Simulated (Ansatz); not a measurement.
Cost and result for the atomization energy of `C[Si]1(N)CO1` (12 atoms, 12 bonds).

Z-matrix (Å, degrees):
```
C
Si 1 1.850
H 1 1.091 2 109.8
H 1 1.093 2 110.8 3 -119.2
H 1 1.092 2 111.4 3 120.3
N 2 1.694 1 109.6 3 -179.2
C 2 1.800 1 123.9 3 -20.9
O 2 1.652 1 117.9 3 39.2
H 6 1.005 2 122.2 1 -13.5
H 6 1.005 2 123.1 1 -176.8
H 7 1.090 2 122.4 1 -161.7
H 7 1.089 2 123.9 1 2.9
```

The species carries charge 0 and has multiplicity 1. All single points use the PBE0-D4/def2-TZVP geometry. It is one conformer, not always the lowest. Program: Ansatz. All runs use 4 threads of an Arm Neoverse V1 on a shared host. Times are those of one run each, without the atoms' runs, and a repeat can differ threefold. Electronic energies, without spin–orbit coupling; frozen cores. CCSD(T)/CBS adds CCSD(T) − MP2 in def2-TZVPP to the MP2 limit, and its time is that of the two runs behind it. T1 = 0.012. B3LYP takes the VWN-RPA correlation (the form of Gaussian; ORCA's B3LYP/G). HSE06 is the plane-wave form, built on full-range PBE exchange.

CCSD(T)/CBS is a level of theory with its own doubt, some kJ/mol a heavy atom from the limit and from the frozen cores, so smaller differences don't rank the functionals.

```
                             level  functions  wall time
   PBE-D4/def2-TZVPP (with forces)        264      2.6 s
                PBE0-D4/def2-TZVPP        264        3 s
               HSE06-D4/def2-TZVPP        264      3.1 s
               BHLYP-D4/def2-TZVPP        264      3.1 s
           CAM-B3LYP-D4/def2-TZVPP        264      3.4 s
 B3LYP-D4/def2-TZVPP (with forces)        264      4.7 s
r2SCAN-D4/def2-TZVPP (with forces)        264      4.8 s
                  CCSD(T)/def2-SVP        109      5.5 s
                 B2PLYP/def2-TZVPP        264        6 s
                 B97M-V/def2-TZVPP        264        9 s
                    MP2/def2-QZVPP        508       24 s
                CCSD(T)/def2-TZVPP        264      3 min
                 CCSD(T)/CBS(def2)          –    3.4 min
```

(1) What atomization energy does each give, and how far from CCSD(T)/CBS? (Best estimate.)

## Answers

(1) Ansatz gave: 
| level | atomization (kcal/mol) | difference from CCSD(T)/CBS | per bond |
| --- | --- | --- | --- |
| PBE-D4/def2-TZVPP (with forces) | 1116.0 | 21.1 | 1.8 |
| PBE0-D4/def2-TZVPP | 1094.4 | -0.5 | 0.0 |
| HSE06-D4/def2-TZVPP | 1095.3 | 0.4 | 0.0 |
| BHLYP-D4/def2-TZVPP | 1059.8 | -35.1 | -2.9 |
| CAM-B3LYP-D4/def2-TZVPP | 1099.8 | 4.9 | 0.4 |
| B3LYP-D4/def2-TZVPP (with forces) | 1094.2 | -0.7 | -0.1 |
| r2SCAN-D4/def2-TZVPP (with forces) | 1095.6 | 0.7 | 0.1 |
| CCSD(T)/def2-SVP | 1015.5 | -79.4 | -6.6 |
| B2PLYP/def2-TZVPP | 1082.6 | -12.3 | -1.0 |
| B97M-V/def2-TZVPP | 1096.7 | 1.8 | 0.2 |
| MP2/def2-QZVPP | 1100.6 | 5.7 | 0.5 |
| CCSD(T)/def2-TZVPP | 1063.0 | -31.9 | -2.7 |
| CCSD(T)/CBS(def2) | 1094.9 | 0.0 | 0.0 |

From BLYP to BHLYP (50 % exact exchange), in def2-TZVPP and without D4, the atomization energy moves by −28.5 kcal/mol: exact exchange takes away binding that semilocal exchange gives to molecules. The D4 term adds +9.0 kcal/mol with B3LYP and +4.7 kcal/mol with PBE0; it sums over pairs of atoms, weighted by their polarisabilities, and B3LYP, whose exchange is more repulsive, gets the larger term. At CCSD(T), def2-SVP lies −79.3 kcal/mol from the extrapolated value and def2-TZVPP −31.9 kcal/mol: correlation converges slowly with the basis, and small sets miss more of it in the bonded molecule than in its fragments.
